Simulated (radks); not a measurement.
B4+, configuration 1s(up 0.75, down 0.25) (fractional occupations, a model configuration).

All-electron calculation, scalar-relativistic Kohn-Sham, LDA (Slater exchange, Perdew-Wang correlation), spin-polarised, spherical densities, point nucleus. Program: a radial shooting solver on a logarithmic mesh with Libxc functionals.

Energy parts (eV):
| part | energy |
|---|---|
| total | -330.390 |
| kinetic | 329.325 |
| electron-nucleus | -669.445 |
| Hartree | 41.696 |
| exchange-correlation | -31.965 |

Orbitals (lengths in bohr, moments of r in powers of bohr; r(max) is where P^2 peaks; r(90%) holds 90 % of the orbital's charge):
orbital  occ.  eigenvalue (eV)     <r>  r(90%)  r(max)
1s up    0.75        -301.8925  0.3050   0.543  0.2016
1s down  0.25        -290.0130  0.3107   0.554  0.2043

The highest occupied level is 1s down at -290.01 eV. The density falls to 0.001 e/bohr^3 at r = 1.08 bohr. Spin moment in Bohr magnetons: 0.5. Summed over all electrons, <r^2> = 0.1257 bohr^2, which gives a Langevin (diamagnetic) susceptibility term of -0.0996 x 10^-6 cm^3/mol.
